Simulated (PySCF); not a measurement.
Screening by computed properties: pick the candidate that meets the target.

Species are written as SMILES; each is one conformer at its optimised geometry, gas phase, non-relativistic unless stated. Electronic properties by PySCF.

Dipoles, sizes and rotational constants follow the conformer. The torsions of the flexible species, by atom-mapped SMILES:
- `[CH2:1]=[CH:2][C@H:3]([F:4])[SiH3:5]`: C1–C2–C3–F4 -152°
- `[CH3:1][CH2:2][CH2:3][C@@H:4]([CH:5]=[O:6])[O:7][CH3:8]`: C1–C2–C3–C4 -178°, C2–C3–C4–C5 74°, C3–C4–C5–O6 -86°, C3–C4–O7–C8 169°
- `[CH3:1][O:2][C:3](=[O:4])[O:5][CH3:6]`: C1–O2–C3–O4 0°, O2–C3–O5–C6 180°
- `[CH3:1][CH:2]([CH3:3])[C@H:4]([CH3:5])[O:6][CH:7]=[O:8]`: C1–C2–C4–C5 -174°, C2–C4–O6–C7 -150°, C4–O6–C7–O8 0°
- `[CH3:1][CH2:2][S:3][CH3:4]`: C1–C2–S3–C4 -74°

Question: Wanted: dipole moment above 1.7 D (PBE0/def2-SVPD) and HOMO–LUMO gap above 6.7 eV (PBE0/def2-SVPD), at GFN2-xTB geometries. Which candidate meets both?
A. `C([C@H](F)[SiH3])=C`
B. `Cl[C@@H]1CC12CC2`
C. `COC(=O)OC`
D. `CCC[C@@H](C=O)OC`

Answer: B. Computed values:
```
            species  dipole moment  HOMO–LUMO gap
          COC(=O)OC         0.39 D        9.13 eV
C([C@H](F)[SiH3])=C         1.66 D        7.12 eV
   CCC[C@@H](C=O)OC         1.82 D        6.25 eV
   Cl[C@@H]1CC12CC2         2.15 D        8.35 eV
```

Question: Wanted: lowest singlet excitation below 6.2 eV (TDDFT PBE0/def2-SVPD) and smallest rotational constant above 1.8 GHz (GFN2-xTB), at GFN2-xTB geometries. Which candidate meets both?
A. `Cl[C@@H]1CC12CC2` (C5H7Cl)
B. `CC(C)[C@H](C)OC=O` (C6H12O2)
C. `F[C@H]([SiH3])C=C` (C3H7FSi)
D. `CCC[C@@H](C=O)OC` (C6H12O2)
E. `CCSC` (C3H8S)
F. `C=C1CC(Cl)C1` (C5H7Cl)

Answer: E. Computed values:
| species | lowest singlet excitation | smallest rotational constant |
| --- | --- | --- |
| CCC[C@@H](C=O)OC (C6H12O2) | 4.07 eV | 0.903 GHz |
| CCSC (C3H8S) | 5.43 eV | 3.214 GHz |
| CC(C)[C@H](C)OC=O (C6H12O2) | 5.96 eV | 1.187 GHz |
| F[C@H]([SiH3])C=C (C3H7FSi) | 6.41 eV | 2.005 GHz |
| C=C1CC(Cl)C1 (C5H7Cl) | 6.58 eV | 1.465 GHz |
| Cl[C@@H]1CC12CC2 (C5H7Cl) | 6.80 eV | 1.692 GHz |

Question: Wanted: electronic spatial extent ⟨r²⟩ about the centre of nuclear charge between 700 bohr² and 1000 bohr² (PBE0/def2-SVPD) and HOMO energy below -7 eV (PBE0/def2-SVPD), at GFN2-xTB geometries. Which candidate meets both?
A. `Cl[C@@H]1CC12CC2` (C5H7Cl)
B. `CCSC` (C3H8S)
C. `CC(C)[C@H](C)OC=O` (C6H12O2)
D. `CCC[C@@H](C=O)OC` (C6H12O2)
E. `C=C[C@H](F)[SiH3]` (C3H7FSi)

Answer: A. Computed values:
```
                    species  electronic spatial extent ⟨r²⟩ about the centre of nuclear charge  HOMO energy
               CCSC (C3H8S)                                                          453 bohr²     -6.26 eV
C=C[C@H](F)[SiH3] (C3H7FSi)                                                          628 bohr²     -7.46 eV
  Cl[C@@H]1CC12CC2 (C5H7Cl)                                                          743 bohr²     -7.69 eV
CC(C)[C@H](C)OC=O (C6H12O2)                                                         1111 bohr²     -8.26 eV
 CCC[C@@H](C=O)OC (C6H12O2)                                                         1333 bohr²     -7.29 eV
```

Question: Wanted: lowest triplet excitation (Tamm–Dancoff) between 4.6 eV and 6 eV (TDA PBE0/def2-SVPD) and static isotropic polarisability below 68 au (PBE0/def2-SVPD), at GFN2-xTB geometries. Which candidate meets both?
A. `[C@@H]1(Cl)CC21CC2` (C5H7Cl)
B. `CC(C)[C@H](C)OC=O` (C6H12O2)
C. `CCC[C@@H](C=O)OC` (C6H12O2)
D. `CCSC` (C3H8S)
E. `C=C1CC[C@H]1Cl` (C5H7Cl)
F. `O=C(OC)OC` (C3H6O3)
G. `F[C@@H](C=C)[SiH3]` (C3H7FSi)

Answer: D. Computed values:
| species | lowest triplet excitation (Tamm–Dancoff) | static isotropic polarisability |
| --- | --- | --- |
| CCC[C@@H](C=O)OC (C6H12O2) | 3.46 eV | 81.2 au |
| C=C1CC[C@H]1Cl (C5H7Cl) | 4.02 eV | 71.7 au |
| F[C@@H](C=C)[SiH3] (C3H7FSi) | 4.18 eV | 66.2 au |
| CCSC (C3H8S) | 4.98 eV | 60.1 au |
| CC(C)[C@H](C)OC=O (C6H12O2) | 5.37 eV | 79.7 au |
| [C@@H]1(Cl)CC21CC2 (C5H7Cl) | 6.16 eV | 69.8 au |
| O=C(OC)OC (C3H6O3) | 6.67 eV | 49.2 au |
